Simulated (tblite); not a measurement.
Record of a relaxation.

Species: C₄H₅N₃OSi (charge -1 and doublet state).
SMILES with atom numbers: `[N-:1]=[C:2][c:3]1[cH:4][c:5]([SiH2:6][NH2:7])[o:8][n:9]1` (hydrogens: H10 on C4; H11, H12 on Si6; H13, H14 on N7)
Bond orders are those of one Lewis drawing.

Computed with GFN2-xTB (tblite), gas phase: L-BFGS steps from a force-field or distance-geometry start until the largest atomic force falls under 0.01 eV/Å. 7 of its 128 geometries are shown.

Step 0: E = -699.6554 eV, largest atomic force 6.491 eV/Å
```
atom  x, y, z in Å  |  force x, y, z in eV/Å
N1     -3.333    1.966   -0.080   -1.847  -5.093   0.807
C2     -3.413    0.695    0.086    3.144   5.591  -0.992
C3     -2.154   -0.053    0.189   -1.966  -0.979   0.906
C4     -0.939    0.333   -0.333    0.512  -0.121  -0.274
C5     -0.074   -0.696    0.019    1.749   2.120  -1.544
Si6     1.712   -0.715   -0.429    0.096   0.228   0.270
N7      2.602    0.638    0.342   -0.322  -0.166  -0.013
O8     -0.732   -1.613    0.685    1.205  -1.987   0.658
N9     -1.993   -1.248    0.794   -3.427   0.502   0.581
H10    -0.761    1.240   -0.863    0.272   0.130  -0.165
H11     1.864   -0.531   -1.893    0.199   0.167   0.145
H12     2.256   -2.035   -0.072    0.219   0.178   0.084
H13     2.150    1.565    0.189    0.546  -1.127   0.525
H14     2.814    0.456    1.342   -0.381   0.558  -0.990
```

Step 21: E = -701.6376 eV, largest atomic force 0.245 eV/Å
```
atom  x, y, z in Å  |  force x, y, z in eV/Å
N1     -4.015    1.782    0.012    0.072  -0.231   0.037
C2     -3.214    0.940    0.124   -0.079   0.179   0.013
C3     -2.151    0.060    0.204    0.024   0.037  -0.020
C4     -0.887    0.349   -0.345   -0.026   0.034  -0.020
C5     -0.073   -0.724   -0.063   -0.108   0.037   0.058
Si6     1.730   -0.783   -0.421   -0.057   0.025   0.041
N7      2.643    0.530    0.303    0.133   0.046  -0.007
O8     -0.828   -1.661    0.631    0.106  -0.062   0.060
N9     -2.144   -1.150    0.819   -0.024   0.010  -0.109
H10    -0.594    1.232   -0.881   -0.063   0.076  -0.018
H11     2.012   -0.491   -1.836    0.015  -0.026  -0.180
H12     2.445   -1.978    0.008    0.003  -0.171   0.074
H13     2.250    1.444    0.133    0.027   0.033   0.017
H14     2.826    0.451    1.292   -0.023   0.013   0.055
```

Step 42: E = -701.6911 eV, largest atomic force 0.161 eV/Å
```
atom  x, y, z in Å  |  force x, y, z in eV/Å
N1     -4.226    1.589    0.088    0.054  -0.069  -0.012
C2     -3.309    0.871    0.136   -0.092   0.130  -0.026
C3     -2.170    0.089    0.169   -0.039  -0.004   0.062
C4     -0.912    0.472   -0.329   -0.009  -0.014  -0.001
C5     -0.051   -0.569   -0.059    0.011   0.003   0.018
Si6     1.741   -0.774   -0.424    0.045   0.019   0.045
N7      2.769    0.468    0.288   -0.019   0.012   0.016
O8     -0.772   -1.571    0.584   -0.009  -0.036  -0.049
N9     -2.120   -1.146    0.728    0.009  -0.051   0.003
H10    -0.671    1.399   -0.819    0.016   0.020  -0.012
H11     2.141   -0.636   -1.846   -0.044  -0.001   0.001
H12     2.259   -2.033    0.118    0.014  -0.007  -0.004
H13     2.497    1.411    0.046    0.048  -0.008  -0.029
H14     2.823    0.428    1.297    0.015   0.006  -0.011
```

Step 64: E = -701.7055 eV, largest atomic force 0.058 eV/Å
```
atom  x, y, z in Å  |  force x, y, z in eV/Å
N1     -4.285    1.542    0.053   -0.021   0.025  -0.018
C2     -3.354    0.846    0.112    0.037  -0.042   0.016
C3     -2.206    0.075    0.162    0.024   0.025   0.038
C4     -0.931    0.505   -0.252    0.001   0.003  -0.013
C5     -0.065   -0.542   -0.016   -0.004   0.010   0.004
Si6     1.730   -0.755   -0.382   -0.028   0.002   0.029
N7      2.840    0.438    0.277   -0.021  -0.012  -0.014
O8     -0.804   -1.596    0.518    0.012   0.013   0.003
N9     -2.161   -1.194    0.641    0.000  -0.007  -0.040
H10    -0.683    1.465   -0.673    0.008  -0.013   0.023
H11     2.084   -0.644   -1.818    0.018  -0.016  -0.007
H12     2.229   -2.019    0.170    0.000  -0.013  -0.015
H13     2.756    1.371   -0.099   -0.014   0.006  -0.003
H14     2.847    0.508    1.284   -0.012   0.019  -0.002
```

Step 85: E = -701.7194 eV, largest atomic force 0.069 eV/Å
```
atom  x, y, z in Å  |  force x, y, z in eV/Å
N1     -4.255    1.540   -0.035   -0.008   0.049   0.032
C2     -3.322    0.856    0.088   -0.005  -0.028   0.010
C3     -2.179    0.081    0.184   -0.020  -0.003  -0.006
C4     -0.873    0.539   -0.065   -0.017  -0.028  -0.004
C5     -0.043   -0.555    0.071    0.001   0.001   0.010
Si6     1.729   -0.795   -0.363    0.004  -0.002   0.043
N7      2.790    0.470    0.228   -0.008  -0.007  -0.016
O8     -0.831   -1.654    0.398   -0.024  -0.010  -0.025
N9     -2.188   -1.243    0.474   -0.010  -0.015  -0.020
H10    -0.582    1.544   -0.311    0.013   0.020  -0.015
H11     2.085   -0.763   -1.804    0.029  -0.043  -0.046
H12     2.243   -2.048    0.209    0.019   0.022   0.015
H13     2.759    1.329   -0.300    0.008   0.023   0.018
H14     2.667    0.700    1.203    0.017   0.021   0.002
```

Step 106: E = -701.7680 eV, largest atomic force 0.136 eV/Å
```
atom  x, y, z in Å  |  force x, y, z in eV/Å
N1     -4.114    1.694    0.315    0.064  -0.085  -0.011
C2     -3.255    0.914    0.216   -0.059   0.041   0.015
C3     -2.168    0.064    0.099   -0.033  -0.025   0.020
C4     -0.834    0.506    0.040   -0.033  -0.016  -0.038
C5     -0.053   -0.626   -0.077   -0.023  -0.075   0.037
Si6     1.762   -0.868   -0.255   -0.045  -0.019  -0.079
N7      2.663    0.586    0.101    0.109   0.045   0.068
O8     -0.899   -1.732   -0.089    0.007   0.025  -0.009
N9     -2.245   -1.289    0.029    0.028   0.096  -0.016
H10    -0.508    1.532    0.065    0.053  -0.041   0.021
H11     2.244   -1.199   -1.623   -0.008  -0.011   0.022
H12     2.371   -1.867    0.650   -0.058  -0.002   0.014
H13     2.510    1.352   -0.535   -0.018   0.027  -0.011
H14     2.527    0.932    1.040    0.016   0.040  -0.032
```

Step 127: E = -701.7780 eV, largest atomic force 0.008 eV/Å
```
atom  x, y, z in Å  |  force x, y, z in eV/Å
N1     -4.144    1.649    0.414    0.005  -0.005  -0.002
C2     -3.268    0.901    0.251   -0.007   0.004  -0.001
C3     -2.173    0.074    0.068   -0.001   0.002   0.001
C4     -0.835    0.505    0.102    0.001  -0.001   0.001
C5     -0.058   -0.614   -0.118    0.000  -0.003   0.002
Si6     1.760   -0.868   -0.204    0.001   0.005   0.000
N7      2.688    0.595    0.054    0.001  -0.005  -0.002
O8     -0.908   -1.702   -0.285   -0.001   0.001   0.000
N9     -2.254   -1.259   -0.166   -0.001   0.000  -0.001
H10    -0.488    1.510    0.269    0.000   0.001   0.001
H11     2.271   -1.347   -1.511    0.001   0.001   0.000
H12     2.313   -1.784    0.823    0.001  -0.006   0.003
H13     2.572    1.296   -0.662   -0.003   0.006   0.000
H14     2.525    1.042    0.944    0.004  -0.001  -0.004
```

**Question.** Summarise the path.

**Answer.** The energy falls by 48.95 kcal/mol from step 0 to step 127; nine tenths of that is first reached at step 13. It rises by more than 0.2 meV at step 98. The largest force goes from 6.491 to 0.008 eV/Å. Among the bonds N1=C2 changes most, from 1.284 to 1.164 Å; the atoms move by 0.772 Å rms after alignment.

**Question.** Follow the three bonds and two angles with the largest change from start to end.

**Answer.** 
| step | E above end (kcal/mol) | largest force (eV/Å) | N1=C2 (Å) | O8–N9 (Å) | C2–C3 (Å) | N1–C2–C3 (°) | N7–Si6–H12 (°) |
| --- | --- | --- | --- | --- | --- | --- | --- |
| 0 | 48.95 | 6.491 | 1.284 | 1.317 | 1.468 | 117.4 | 112.9 |
| 6 | 9.42 | 0.588 | 1.166 | 1.426 | 1.374 | 162.4 | 110.0 |
| 11 | 5.87 | 0.533 | 1.170 | 1.441 | 1.385 | 165.6 | 108.0 |
| 17 | 3.62 | 0.181 | 1.164 | 1.430 | 1.383 | 172.3 | 103.0 |
| 22 | 3.11 | 0.298 | 1.168 | 1.423 | 1.382 | 172.9 | 104.0 |
| 28 | 2.66 | 0.128 | 1.164 | 1.424 | 1.383 | 177.5 | 104.6 |
| 33 | 2.37 | 0.100 | 1.165 | 1.423 | 1.382 | 177.9 | 105.0 |
| 39 | 2.07 | 0.080 | 1.165 | 1.420 | 1.383 | 176.9 | 104.5 |
| 44 | 1.96 | 0.082 | 1.165 | 1.420 | 1.383 | 176.6 | 104.5 |
| 50 | 1.86 | 0.061 | 1.165 | 1.421 | 1.382 | 176.8 | 104.3 |
| 55 | 1.77 | 0.113 | 1.165 | 1.420 | 1.384 | 176.1 | 103.7 |
| 61 | 1.69 | 0.051 | 1.165 | 1.420 | 1.383 | 176.4 | 103.1 |
| 66 | 1.65 | 0.077 | 1.164 | 1.421 | 1.384 | 177.3 | 103.6 |
| 72 | 1.58 | 0.103 | 1.165 | 1.420 | 1.384 | 176.6 | 104.8 |
| 77 | 1.50 | 0.096 | 1.165 | 1.420 | 1.384 | 176.3 | 105.4 |
| 83 | 1.37 | 0.067 | 1.164 | 1.420 | 1.384 | 177.1 | 105.9 |
| 88 | 1.26 | 0.089 | 1.164 | 1.419 | 1.384 | 176.9 | 105.2 |
| 94 | 1.02 | 0.150 | 1.165 | 1.421 | 1.384 | 176.0 | 103.5 |
| 99 | 0.64 | 0.163 | 1.162 | 1.421 | 1.384 | 176.4 | 102.3 |
| 105 | 0.29 | 0.152 | 1.164 | 1.422 | 1.384 | 175.8 | 102.7 |
| 110 | 0.12 | 0.072 | 1.164 | 1.421 | 1.384 | 176.2 | 103.0 |
| 116 | 0.02 | 0.035 | 1.164 | 1.421 | 1.384 | 176.5 | 103.1 |
| 121 | 0.01 | 0.034 | 1.164 | 1.422 | 1.384 | 176.6 | 102.9 |
| 127 | 0.00 | 0.008 | 1.164 | 1.421 | 1.384 | 176.5 | 102.5 |

What follows is the cost of the whole relaxation. Hardware: an Arm Neoverse V2 with one thread, shared host with 96 logical CPUs at a one-minute load of 29. Cost: 0.76 s.
